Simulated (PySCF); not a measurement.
Match the calculated data to a structure.

All candidates are C5H10SSi.

- UV, first state: lowest singlet excitation: 5.91 eV (210 nm, f = 0.006) [TDDFT CAM-B3LYP/def2-SVPD]
- Dipole: 1.33 D [CAM-B3LYP/def2-SVPD]
- NMR, other nuclei: isotropic shieldings of nuclei other than C and H, by class: 372 (1 Si), 636 (1 S) ppm [GIAO PBE0/pcSseg-1]
- Triplet: lowest triplet excitation (Tamm–Dancoff): 5.50 eV [TDA CAM-B3LYP/def2-SVPD]
- Valence photoelectron: vertical ionisation energy: 8.82 eV [ΔSCF CAM-B3LYP/def2-SVPD]
- Rotational structure: rotational constants A, B, C: 3.140, 1.176, 1.045 GHz [PBE0-D3(BJ)/def2-SVP]
- 13C NMR: chemical shifts (computed TMS as zero) by class: 40.2 (2 C), 11.6 (1 C), 8.8 (1 C), -2.1 (1 C) ppm [GIAO PBE0/pcSseg-1]
- 1H NMR: chemical shifts (computed TMS as zero) by class: 4.88 (2 H), 1.70 (1 H), 1.40 (2 H), 0.83 (2 H), 0.52 (3 H) ppm [GIAO PBE0/pcSseg-1]
- Polarisability: 103.7 au [CAM-B3LYP/def2-SVPD]

The electronic properties come from PySCF, for the isolated species, density fitting. Levels stand in brackets. Isolated species at its PBE0-D3(BJ)/def2-SVP geometry (one conformer only). NMR classes are plain means over equivalent atoms (diastereotopic ones count apart unless rotation or inversion swaps them), as if these changed places fast.

Question: Which candidate is it?
A. `C[C@@H]1C=C(S[SiH3])C1`
B. `[SiH3]SC12CC(C1)C2`
C. `C[SiH2]S[C@]12C[C@H]1C2`
D. `CC(=S)C1C[SiH2]C1`

Answer: C. It is `C[SiH2]S[C@]12C[C@H]1C2`. Numbering: `[CH3:1][SiH2:2][S:3][C@:4]12[CH2:5][C@H:6]1[CH2:7]2`. Its formula, C5H10SSi, gives 2 degrees of unsaturation: 2 rings and 0 π bonds in the structure found. 5 carbons fall into 4 classes; from least to most shielded: three-membered-ring carbon [C5/C7] (40.2 ppm, 2 C), ring sp3 carbon bound to sulfur [C4] (11.6 ppm), sp3 carbon at a ring junction [C6] (8.8 ppm), Si-methyl carbon [C1] (-2.1 ppm). Hydrogen classes from least to most shielded: 2 H on an SiH2 silicon, Si2 (4.88 ppm), 1 H on an sp3 carbon at a ring junction, C6 (1.70 ppm), 2 H on 2 three-membered-ring carbons, C5/C7 (1.40 ppm), 2 H on 2 three-membered-ring carbons, C5/C7 (0.83 ppm), 3 H on an Si-methyl carbon, C1 (0.52 ppm, a mean of values up to 0.6 ppm apart in this geometry). The other shieldings belong to: 372 ppm, SiH2 silicon [Si2]; 636 ppm, sulfur bonded to C and Si [S3]. The first electron is taken from the HOMO, whose largest Löwdin shares are 0.62 on the sulfur bonded to C and Si, 0.09 on the sp3 carbon bound to sulfur, 0.07 on the SiH2 silicon and 0.06 on a three-membered-ring carbon. The optimised geometry has point group C1 and is an asymmetric top.

The others, at the same levels:
- `C[C@@H]1C=C(S[SiH3])C1` fails: it has 5 carbon classes against 4; its computed 13C shifts are 146.4 (1 C), 140.7 (1 C), 44.6 (1 C), 38.1 (1 C), 21.3 (1 C) ppm, 1H shifts are 6.02 (1 H), 4.60 (3 H), 2.79 (1 H), 2.76 (1 H), 2.05 (1 H), 1.12 (3 H) ppm and lowest singlet excitation is 5.39 eV (230 nm, f = 0.007) (against 5.91 eV).
- `CC(=S)C1C[SiH2]C1` fails: its computed 13C shifts are 275.8 (1 C), 53.8 (1 C), 40.3 (1 C), 18.5 (2 C) ppm, 1H shifts are 4.72 (1 H), 4.61 (1 H), 3.57 (1 H), 2.93 (3 H), 1.81 (2 H), 1.24 (2 H) ppm and rotational constant A is 3.421 GHz (against 3.140 GHz).
- `[SiH3]SC12CC(C1)C2` fails: it has 3 carbon classes against 4; its computed 13C shifts are 55.8 (3 C), 43.0 (1 C), 28.1 (1 C) ppm, 1H shifts are 4.56 (3 H), 2.56 (1 H), 1.80 (6 H) ppm and lowest singlet excitation is 5.71 eV (217 nm, f = 0.009) (against 5.91 eV).

Each candidate is one conformer, not necessarily the lowest. The conformers computed, where there is a choice (atom-mapped SMILES and torsion angles):
- `[CH3:1][SiH2:2][S:3][C@:4]12[CH2:5][C@H:6]1[CH2:7]2`: C1–Si2–S3–C4 -61°, Si2–S3–C4–C5 -95°
- `[CH3:1][C@@H:2]1[CH:3]=[C:4]([S:5][SiH3:6])[CH2:7]1`: C3–C4–S5–Si6 -3°
- `[CH3:1][C:2](=[S:3])[CH:4]1[CH2:5][SiH2:6][CH2:7]1`: C1–C2–C4–C5 -169°
- `[SiH3:1][S:2][C@:3]12[CH2:4][C@H:5]([CH2:6]1)[CH2:7]2`: Si1–S2–C3–C4 -179°
